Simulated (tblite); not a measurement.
C7H5N, charge -1, doublet, at a GFN2-xTB geometry (a state made from the parent by changing its charge; the spin is typed, not shown lowest); tblite with GFN1-xTB.

The tblite input:
```
$ tblite run mol.xyz --method gfn1 --charge -1 --spin 1 --json tblite.json --no-restart

# file mol.xyz
13

N      3.14477028     0.55962815     0.02102041
C      1.98836060     0.35383906     0.01329069
C      0.63963724     0.11382676     0.00427549
C     -0.31643688     1.18338098     0.09267460
C     -1.65509743     0.92942545     0.08252361
C     -2.15309489    -0.38315438    -0.01439181
C     -1.23165529    -1.44313803    -0.10181937
C      0.11244861    -1.21968175    -0.09403811
H      0.05563323     2.20050760     0.16787074
H     -2.36035453     1.75536716     0.15055924
H     -3.21939165    -0.57290741    -0.02151920
H     -1.60774906    -2.46151173    -0.17708301
H      0.81349831    -2.04584114    -0.16206125
```

What the program printed (banner, timings and long lists left out):

```
xTB calculator
 | screened Coulomb repulsion
 | Coulomb electrostatics
 |  * isotropic Klopman-Ohno-Mataga-Nishimoto electrostatics
 |  * onsite third-order electrostatics
 | DFT-D3(BJ) dispersion correction

halogen bonding energy    0.0000000000000E+00 Eh
repulsion energy          3.8140476249945E-01 Eh
dispersion energy        -5.9809202042820E-03 Eh
number of electrons       3.9000000000000E+01 e
integral cutoff           1.9731147476801E+01 bohr

------------------------------------------------------------
  cycle        total energy    energy error   density error
------------------------------------------------------------
      1     -20.59858585196  -2.0974010E+01   7.7375721E-01
      2     -20.79124779124  -1.9266194E-01   4.7973718E-01
      3     -20.79340320285  -2.1554116E-03   2.4003038E-01
      4     -20.82777349719  -3.4370294E-02   2.7076389E-02
      5     -20.82925247315  -1.4789760E-03   4.5795453E-03
      6     -20.82929790250  -4.5429350E-05   1.4593449E-03
      7     -20.82930122669  -3.3241914E-06   4.3427234E-04
      8     -20.82930141967  -1.9297314E-07   6.9914140E-05
      9     -20.82930141881   8.6088292E-10   7.9224973E-05
     10     -20.82930142549  -6.6875856E-09   6.1118287E-06
------------------------------------------------------------

electronic energy        -2.1204725267790E+01 Eh
total energy             -2.0829301425494E+01 Eh

Post processing:
 | Mayer-Wiberg bond orders

[Info] JSON dump of results written to 'tblite.json'
```
